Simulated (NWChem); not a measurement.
System: GaO, doublet; SMILES [Ga]=[O]

Input file for NWChem:

```
start job
memory heap 200 mb stack 900 mb global 1100 mb
geometry units angstroms noautoz
  Ga     0.000000     0.000000    -0.367999
  O      0.000000     0.000000     1.338887
end
basis spherical
  * library 6-31g*
end
dft
  odft
  mult 2
  xc xtpss03 ctpss03
  iterations 200
end
task dft gradient
```

Parts of the log:

```
             Northwest Computational Chemistry Package (NWChem) 7.3.0
             --------------------------------------------------------

 ORDER OF PRIMARY AXIS IS BEING SET TO 4
 C4V symmetry detected

                             Geometry "geometry" -> ""
                             -------------------------

 Output coordinates in angstroms (scale by  1.889725989 to convert to a.u.)

  No.       Tag          Charge          X              Y              Z
 ---- ---------------- ---------- -------------- -------------- --------------
    1 Ga                  31.0000     0.00000000     0.00000000    -0.35013046
    2 O                    8.0000     0.00000000     0.00000000     1.35675554

 Effective nuclear repulsion energy (a.u.)      76.8861879188

      Symmetry information
      --------------------

 Group name             C4v
 Group number             18
 Group order               8
 No. of unique centers     2

                                 NWChem DFT Module
                                 -----------------

 Summary of "ao basis" -> "ao basis" (spherical)
 ------------------------------------------------------------------------------
       Tag                 Description            Shells   Functions and Types
 ---------------- ------------------------------  ------  ---------------------
 Ga                          6-31g*                 12       32   5s4p3d
 O                           6-31g*                  6       14   3s2p1d

      Symmetry analysis of basis
      --------------------------

        a1         18
        a2          0
        b1          4
        b2          4
        e          20

            General Information
            -------------------
          SCF calculation type: DFT
          Wavefunction type:  spin polarized.
          No. of atoms     :     2
          No. of electrons :    39
           Alpha electrons :    20
            Beta electrons :    19
          Charge           :     0
          Spin multiplicity:     2
          Use of symmetry is: on ; symmetry adaption is: on
          Maximum number of iterations: 200
          AO basis - number of functions:    46
                     number of shells:    18
          Convergence on energy requested:  1.00D-06
          Convergence on density requested:  1.00D-05
          Convergence on gradient requested:  5.00D-04

              XC Information
              --------------
                  TPSS metaGGA Exchange Functional  1.000
             TPSS03 metaGGA Correlation Functional  1.000

             Grid Information
             ----------------
          Grid used for XC integration:  medium
          Radial quadrature: Mura-Knowles
          Angular quadrature: Lebedev.
          Tag              B.-S. Rad. Rad. Pts. Rad. Cut. Ang. Pts.
          ---              ---------- --------- --------- ---------
          Ga                  1.30      112           7.0       590
          O                   0.60       49           7.0       434
          Grid pruning is: on
          Number of quadrature shells:   161
          Spatial weights used:  Erf1

      Superposition of Atomic Density Guess
      -------------------------------------

 Sum of atomic energies:       -1997.69975054

      Non-variational initial energy
      ------------------------------

 Total energy =   -1997.575540
 1-e energy   =   -2940.119464
 2-e energy   =     865.657736
 HOMO         =      -0.270571
 LUMO         =       0.020792

   Symmetry analysis of molecular orbitals - initial alpha
   -------------------------------------------------------

 !! scf_movecs_sym_adapt:    8 vectors were symmetry contaminated

  Symmetry fudging

 !! scf_movecs_sym_adapt:    6 vectors were symmetry contaminated

  Numbering of irreducible representations:

     1 a1          2 a2          3 b1          4 b2          5 e

  Orbital symmetries:

     1 a1          2 a1          3 a1          4 e           5 e
     6 a1          7 a1          8 a1          9 e          10 e
    11 a1         12 e          13 e          14 b1         15 b2
    16 a1         17 a1         18 e          19 e          20 a1
    21 e          22 e          23 a1         24 a1         25 e
    26 e          27 a1         28 b1         29 b2         30 e

   Symmetry analysis of molecular orbitals - initial beta
   ------------------------------------------------------

 !! scf_movecs_sym_adapt:    8 vectors were symmetry contaminated

  Symmetry fudging

 !! scf_movecs_sym_adapt:    6 vectors were symmetry contaminated

  Numbering of irreducible representations:

     1 a1          2 a2          3 b1          4 b2          5 e

  Orbital symmetries:

     1 a1          2 a1          3 a1          4 e           5 e
     6 a1          7 a1          8 a1          9 e          10 e
    11 a1         12 e          13 e          14 b1         15 b2
    16 a1         17 a1         18 e          19 e          20 a1
    21 e          22 e          23 a1         24 a1         25 e
    26 e          27 a1         28 b1         29 b2         30 e

   convergence    iter        energy       DeltaE   RMS-Dens  Diis-err
 ---------------- ----- ----------------- --------- --------- ---------
 d= 0,ls=0.0,diis     1  -1999.5124818268 -2.08D+03  5.28D-02  3.12D-01
                                                     3.92D-02  3.39D-01
 d= 0,ls=0.0,diis     2  -1993.7539870026  5.76D+00  4.58D-02  6.15D+00
                                                     3.33D-02  4.47D+00
 d= 0,ls=0.0,diis     3  -1999.7388145905 -5.98D+00  1.98D-03  3.71D-02
                                                     2.64D-03  3.10D-02
 d= 0,ls=0.0,diis     4  -1999.7351388450  3.68D-03  8.07D-04  3.47D-02
                                                     6.01D-04  3.32D-02
 d= 0,ls=0.0,diis     5  -1999.7379890859 -2.85D-03  3.71D-04  2.21D-02
                                                     2.71D-04  2.00D-02
  Resetting Diis
 d= 0,ls=0.0,diis     6  -1999.7401413108 -2.15D-03  1.92D-03  1.80D-02
                                                     1.08D-03  1.67D-02
 d= 0,ls=0.0,diis     7  -1999.7490100625 -8.87D-03  1.03D-03  4.03D-04
                                                     2.41D-03  6.68D-04
 d= 0,ls=0.0,diis     8  -1999.7432444265  5.77D-03  1.06D-03  1.25D-02
                                                     1.61D-03  1.20D-02
 d= 0,ls=0.0,diis     9  -1999.7493645887 -6.12D-03  1.11D-04  6.97D-05
                                                     8.06D-05  3.72D-05
 d= 0,ls=0.0,diis    10  -1999.7493857296 -2.11D-05  1.12D-04  1.30D-05
                                                     4.45D-05  7.78D-06
 d= 0,ls=0.0,diis    11  -1999.7493929293 -7.20D-06  4.67D-05  5.26D-07
                                                     6.45D-05  1.09D-06
 d= 0,ls=0.0,diis    12  -1999.7493943877 -1.46D-06  8.64D-06  3.82D-08
                                                     1.01D-05  1.05D-08
 d= 0,ls=0.0,diis    13  -1999.7493944405 -5.28D-08  4.38D-06  1.60D-08
                                                     2.06D-06  8.74D-09

         Total DFT energy =    -1999.749394440476
      One electron energy =    -2938.941080531566
           Coulomb energy =      945.816251008631
    Exchange-Corr. energy =      -83.510752836315
 Nuclear repulsion energy =       76.886187918774

 Numeric. integr. density =       39.000000047728

                  Occupations of the irreducible representations
                  ----------------------------------------------

                     irrep           alpha         beta
                     --------     --------     --------
                     a1               10.0          9.0
                     a2                0.0          0.0
                     b1                1.0          1.0
                     b2                1.0          1.0
                     e                 8.0          8.0

                    DFT Final Alpha Molecular Orbital Analysis
                    ------------------------------------------

 Vector   18  Occ=1.000000D+00  E=-2.586294D-01  Symmetry=a1
              MO Center=  2.6D-17,  3.0D-16, -1.1D-01, r^2= 2.7D+00
   Bfn.  Coefficient  Atom+Function         Bfn.  Coefficient  Atom+Function
  ----- ------------  ---------------      ----- ------------  ---------------
    10      0.520247  1 Ga s                 13      0.459521  1 Ga pz
    37     -0.446121  2 O  pz                41     -0.280626  2 O  pz
    14     -0.202307  1 Ga s                  6     -0.177412  1 Ga s
     9     -0.170986  1 Ga pz                20     -0.084327  1 Ga d  0
     5      0.051410  1 Ga pz                 2      0.050630  1 Ga s

 Vector   19  Occ=1.000000D+00  E=-2.504676D-01  Symmetry=e
              MO Center= -3.7D-16, -5.9D-16,  1.1D+00, r^2= 1.1D+00
   Bfn.  Coefficient  Atom+Function         Bfn.  Coefficient  Atom+Function
  ----- ------------  ---------------      ----- ------------  ---------------
    35      0.453845  2 O  px                36      0.391140  2 O  py
    39      0.310239  2 O  px                40      0.267375  2 O  py
    11      0.200980  1 Ga px                12      0.173212  1 Ga py
     7     -0.071472  1 Ga px                 8     -0.061597  1 Ga py
    21      0.056673  1 Ga d  1              15      0.049184  1 Ga px

 Vector   20  Occ=1.000000D+00  E=-2.504676D-01  Symmetry=e
              MO Center=  1.0D-16, -4.8D-18,  1.1D+00, r^2= 1.1D+00
   Bfn.  Coefficient  Atom+Function         Bfn.  Coefficient  Atom+Function
  ----- ------------  ---------------      ----- ------------  ---------------
    36      0.453845  2 O  py                35     -0.391140  2 O  px
    40      0.310239  2 O  py                39     -0.267375  2 O  px
    12      0.200980  1 Ga py                11     -0.173212  1 Ga px
     8     -0.071472  1 Ga py                 7      0.061597  1 Ga px
    19     -0.056673  1 Ga d -1              16      0.049184  1 Ga py

 Vector   21  Occ=0.000000D+00  E=-7.259675D-02  Symmetry=e
              MO Center=  1.1D-16, -9.5D-16, -3.1D-01, r^2= 3.5D+00
   Bfn.  Coefficient  Atom+Function         Bfn.  Coefficient  Atom+Function
  ----- ------------  ---------------      ----- ------------  ---------------
    11      0.559887  1 Ga px                12     -0.430686  1 Ga py
    15      0.298632  1 Ga px                16     -0.229719  1 Ga py
    35     -0.222541  2 O  px                39     -0.197961  2 O  px
    36      0.171187  2 O  py                 7     -0.165543  1 Ga px
    40      0.152279  2 O  py                 8      0.127342  1 Ga py

 Vector   22  Occ=0.000000D+00  E=-7.259675D-02  Symmetry=e
              MO Center= -2.8D-15,  5.6D-16, -3.1D-01, r^2= 3.5D+00
   Bfn.  Coefficient  Atom+Function         Bfn.  Coefficient  Atom+Function
  ----- ------------  ---------------      ----- ------------  ---------------
    12      0.559887  1 Ga py                11      0.430686  1 Ga px
    16      0.298632  1 Ga py                15      0.229719  1 Ga px
    36     -0.222541  2 O  py                40     -0.197961  2 O  py
    35     -0.171187  2 O  px                 8     -0.165543  1 Ga py
    39     -0.152279  2 O  px                 7     -0.127342  1 Ga px

 Vector   23  Occ=0.000000D+00  E= 1.562124D-02  Symmetry=a1
              MO Center= -2.9D-17, -3.4D-16, -3.1D-01, r^2= 6.4D+00
   Bfn.  Coefficient  Atom+Function         Bfn.  Coefficient  Atom+Function
  ----- ------------  ---------------      ----- ------------  ---------------
    17      0.921669  1 Ga pz                38     -0.417025  2 O  s
    10     -0.336115  1 Ga s                 13      0.196195  1 Ga pz
    37      0.166094  2 O  pz                30     -0.156123  1 Ga d  0
    34     -0.136709  2 O  s                 20      0.111114  1 Ga d  0
    14      0.101483  1 Ga s                  6      0.099314  1 Ga s

                     DFT Final Beta Molecular Orbital Analysis
                     -----------------------------------------

 Vector   17  Occ=1.000000D+00  E=-3.324738D-01  Symmetry=a1
              MO Center= -1.8D-16,  6.7D-18,  3.3D-01, r^2= 2.1D+00
   Bfn.  Coefficient  Atom+Function         Bfn.  Coefficient  Atom+Function
  ----- ------------  ---------------      ----- ------------  ---------------
    10      0.838343  1 Ga s                 37      0.346064  2 O  pz
     6     -0.313728  1 Ga s                 38      0.281491  2 O  s
    41      0.184026  2 O  pz                34      0.140940  2 O  s
     2      0.089461  1 Ga s                 17      0.066355  1 Ga pz
    33     -0.062364  2 O  s                 13     -0.060308  1 Ga pz

 Vector   18  Occ=1.000000D+00  E=-2.405032D-01  Symmetry=e
              MO Center= -2.5D-16, -1.4D-16,  1.1D+00, r^2= 1.1D+00
   Bfn.  Coefficient  Atom+Function         Bfn.  Coefficient  Atom+Function
  ----- ------------  ---------------      ----- ------------  ---------------
    35      0.587997  2 O  px                39      0.407836  2 O  px
    11      0.261963  1 Ga px                 7     -0.093534  1 Ga px
    21      0.078705  1 Ga d  1              15      0.069107  1 Ga px
    36      0.068200  2 O  py                31     -0.047221  1 Ga d  1
    40      0.047303  2 O  py                26      0.033628  1 Ga d  1

 Vector   19  Occ=1.000000D+00  E=-2.405032D-01  Symmetry=e
              MO Center= -1.9D-16,  4.5D-16,  1.1D+00, r^2= 1.1D+00
   Bfn.  Coefficient  Atom+Function         Bfn.  Coefficient  Atom+Function
  ----- ------------  ---------------      ----- ------------  ---------------
    36      0.587997  2 O  py                40      0.407836  2 O  py
    12      0.261963  1 Ga py                 8     -0.093534  1 Ga py
    19     -0.078705  1 Ga d -1              16      0.069107  1 Ga py
    35     -0.068200  2 O  px                29      0.047221  1 Ga d -1
    39     -0.047303  2 O  px                24     -0.033628  1 Ga d -1

 Vector   20  Occ=0.000000D+00  E=-1.950365D-01  Symmetry=a1
              MO Center=  4.8D-17, -4.6D-16,  9.1D-02, r^2= 2.9D+00
   Bfn.  Coefficient  Atom+Function         Bfn.  Coefficient  Atom+Function
  ----- ------------  ---------------      ----- ------------  ---------------
    37     -0.460833  2 O  pz                13      0.455509  1 Ga pz
    10      0.382295  1 Ga s                 41     -0.309515  2 O  pz
    14     -0.274210  1 Ga s                  9     -0.171154  1 Ga pz
     6     -0.140898  1 Ga s                 20     -0.094290  1 Ga d  0
    38     -0.072301  2 O  s                  5      0.051406  1 Ga pz

 Vector   21  Occ=0.000000D+00  E=-5.501117D-02  Symmetry=e
              MO Center= -1.5D-15,  3.3D-16, -2.7D-01, r^2= 3.7D+00
   Bfn.  Coefficient  Atom+Function         Bfn.  Coefficient  Atom+Function
  ----- ------------  ---------------      ----- ------------  ---------------
    11      0.664512  1 Ga px                15      0.411913  1 Ga px
    35     -0.280947  2 O  px                39     -0.262559  2 O  px
     7     -0.198839  1 Ga px                12      0.121712  1 Ga py
    16      0.075446  1 Ga py                 3      0.059034  1 Ga px
    36     -0.051458  2 O  py                40     -0.048090  2 O  py

[...]

                         DFT ENERGY GRADIENTS

    atom               coordinates                        gradient
                 x          y          z           x          y          z
   1 Ga      0.000000   0.000000  -0.661651    0.000000   0.000000   0.003818
   2 O       0.000000   0.000000   2.563896    0.000000   0.000000  -0.003818
```

Level: TPSS/6-31G* (spherical d), spin-unrestricted. Geometry: optimised at PBE0/def2-SVP, spin-unrestricted. No stability test was run on the SCF state.
